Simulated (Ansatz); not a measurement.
Two isomers of C2H10AlNSi: A = `C[SiH](C)[NH][AlH2]`, B = `C[CH]([SiH3])[AlH][NH2]`.

Program: Ansatz. Geometries: PBE0-D4/def2-TZVP. ΔE: electronic, gas phase. CBS: MP2 limit from def2 TZ/QZ plus the TZ coupled-cluster correction, frozen cores. DFT in def2-TZVPP. B3LYP here is the variant with VWN-RPA as its local correlation; programs differ in this. Each species was taken in one conformer, which may not be the lowest.

Which isomer does CCSD(T)/CBS put lower? Give the gap. (Best estimate.)

Computed: A, by 26.8 kcal/mol.

Give E(B) − E(A) in kcal/mol with PBE0-D4, HF/def2-TZVPP, B3LYP-D4, B3LYP, r2SCAN-D4, ωB97M-V, MP2/def2-TZVPP. (Best estimate.)

Computed: PBE0-D4 25.7, HF/def2-TZVPP 29.8, B3LYP-D4 26.9, B3LYP 27.2, r2SCAN-D4 27.0, ωB97M-V 27.1, MP2/def2-TZVPP 27.2. None reverses the order clearly.

Largest T1 diagnostic: 0.011.

In def2-TZVPP, CCSD(T) changes the Hartree–Fock value by −3.1 kcal/mol (the triples alone add −0.4 kcal/mol) and MP2 by −2.5 kcal/mol. From PBE to PBE0 (25 % exact exchange), in def2-TZVPP and without D4, E(B) − E(A) moves by +1.1 kcal/mol.
